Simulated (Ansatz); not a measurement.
Coupled-cluster diagnostics for the cluster In₄Sn, Ansatz.

Geometry of the singlet (r2SCAN-D4/def2-SVP):

Cartesian coordinates in Å:
```
In -0.6880 -0.6296 -2.8385
In -0.6954 0.1612 2.3434
In -0.5134 2.2109 0.2914
In 0.7531 -1.9531 0.9717
Sn 1.1438 0.2105 -0.7680
```

In the def2 sets In, Sn take a core potential; there is no spin–orbit coupling. Correlated methods freeze 20 core orbitals; core or outer-core shells of In, Sn are correlated, in sets that lack core-valence functions. In CCSD on the charge 1 doublet the largest single amplitude is 0.20, so its Hartree–Fock determinant may place the open shell otherwise than the density functionals do. The structure comes from a short search, and lower isomers may exist.

Geometry of the charge 0 triplet (r2SCAN-D4/def2-SVP):

Cartesian coordinates in Å:
```
In -1.128 1.988 -2.266
In 0.942 -0.435 1.902
In 0.218 2.109 0.448
In 0.333 -3.132 0.660
Sn -0.366 -0.530 -0.744
```

Geometry of the charge 0 quintet (r2SCAN-D4/def2-SVP):

```xyz
5

In    0.400    1.044   -2.324
In   -0.457   -1.736    0.097
In   -2.128    0.666   -0.713
In    1.345   -1.170    2.388
Sn    0.840    1.195    0.552
```

Q: Estimate the CCSD(T) correlation energy, the shares of MP2 and (T), T1 and the reference's ⟨S²⟩ for: charge 0, singlet, own geometry in def2-SVP; charge 0, triplet, own geometry in def2-SVP; charge 0, quintet, own geometry in def2-SVP; charge 1, doublet, vertical in def2-SVP; and the rough time on 4 threads of Arm Neoverse V1 on a shared host.

A: 
```json
{"state": "charge 0, singlet, own geometry", "basis": "def2-SVP", "correlation (eV)": "-13.415", "MP2 share (%)": "89.1", "(T) share (%)": "7.5", "T1": "0.020", "⟨S²⟩ (pure)": "0.00 (0.00)", "wall time": "53 s", "remarks": "large T1 (0.020), restricted SCF unstable"}
{"state": "charge 0, triplet, own geometry", "basis": "def2-SVP", "correlation (eV)": "-12.762", "MP2 share (%)": "86.4", "(T) share (%)": "6.9", "T1": "0.021", "⟨S²⟩ (pure)": "2.23 (2.00)", "wall time": "3.3 min", "remarks": "spin-contaminated (⟨S²⟩ 2.23)"}
{"state": "charge 0, quintet, own geometry", "basis": "def2-SVP", "correlation (eV)": "-12.255", "MP2 share (%)": "84.9", "(T) share (%)": "6.4", "T1": "0.027", "⟨S²⟩ (pure)": "6.16 (6.00)", "wall time": "3.9 min", "remarks": "spin-contaminated (⟨S²⟩ 6.16)"}
{"state": "charge 1, doublet, vertical", "basis": "def2-SVP", "correlation (eV)": "-12.166", "MP2 share (%)": "83.3", "(T) share (%)": "6.7", "T1": "0.044", "⟨S²⟩ (pure)": "1.41 (0.75)", "wall time": "4.4 min", "remarks": "spin-contaminated (⟨S²⟩ 1.41)"}
```
Customary marks for T1 are 0.02 (closed shells), 0.045 (open shells) and about 0.05 (3d metals). T1 exceeds 0.02 in 4 of 4 rows and 0.045 in 0; the higher it lies, the less the single-reference result can be trusted.
